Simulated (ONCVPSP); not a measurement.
An odd input for ONCVPSP 4.0.1 (Hf)

Command:

```bash
oncvpspr.x < Hf.dat > Hf.out
```

Input:

```
# ATOM AND REFERENCE CONFIGURATION
# atsym  z   nc   nv     iexc    psfile
  Hf 72.00   10    3        4      upf
#
#   n    l    f
    1    0    2.00
    2    0    2.00
    2    1    6.00
    3    0    2.00
    3    1    6.00
    3    2   10.00
    4    0    2.00
    4    1    6.00
    4    2   10.00
    4    3   14.00
    5    0    2.00
    5    1    6.00
    5    2    2.00
#
# PSEUDOPOTENTIAL AND OPTIMIZATION
# lmax
    2
#
#   l,   rc,      ep,       ncon, nbas, qcut
    0    1.75    0.00    5   11    7.70
    1    2.10    0.00    4    7    7.80
    2    2.75    0.00    3    8    6.50
#
# LOCAL POTENTIAL
# lloc, lpopt,  rc(5),   dvloc0
    4    5    1.15    1.00
#
# VANDERBILT-KLEINMAN-BYLANDER PROJECTORs
# l, nproj, debl
    0    2    3.60
    1    2    2.10
    2    2    1.30
#
# MODEL CORE CHARGE
# icmod, fcfact, rcfact
    3    2.50    1.60
#
# LOG DERIVATIVE ANALYSIS
# epsh1, epsh2, depsh
   -5.00    5.00    0.04
#
# OUTPUT GRID
# rlmax, drl
    6.00    0.01
#
# TEST CONFIGURATIONS
# ncnf
    4
# nvcnf
#   n    l    f
    4
    5    0    2.00
    5    1    6.00
    5    2    2.00
    6    0    2.00
#
    4
    5    0    2.00
    5    1    6.00
    5    2    2.00
    6    0    1.00
#
    3
    5    0    2.00
    5    1    6.00
    5    2    1.00
#
    4
    5    0    2.00
    5    1    6.00
    5    2    3.00
    6    0    1.00
#
```

This is an input that runs to its end, with one change: nbas of l = 0 set to 11. The unchanged file is no sound one. Note: ghosts flagged at negative energy: d5/2 at -17.1 eV; GHOST(+) flagged for s at 116.4 eV. A true bound ghost makes a file unfit for plane-wave use.

How does the run end?

The program refuses the input: "test_data: must have ncon+3 <= nbas <= ncon+5, l= 0".

```
ONCVPSP  (Optimized Norm-Conservinng Vanderbilt PSeudopotential)
relativistic version 4.0.1

test_data: must have ncon+3 <= nbas <= ncon+5, l=   0
 for nproj=2
ERROR: test_data found   1 ERROR; stopping
```
